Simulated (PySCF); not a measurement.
1,3-dithiane (C4H8S2), SMILES C1CSCSC1.

Coordinates come from a PBE-D3(BJ)/def2-SVP optimisation. The values are those of a single conformer.

Computed with PBE/def2-TZVP (PySCF).

Estimate the frontier levels, gap, dipole moment and polarisability. (An estimate is asked for; the answer gives what the named calculation found.)


The highest occupied level comes out as -5.08 eV and the lowest empty level is -0.69 eV. The orbital gap is 4.39 eV and the dipole moment comes out as 2.09 D. The quadrupole, principal values (traceless, Buckingham form, about the centre of nuclear charge) is -5.72, -1.49, 7.21 D·Å and the mean static polarisability is 85.8 bohr³ (12.71 Å³). The polarisability, principal values is 68.0, 94.6, 94.8 bohr³.
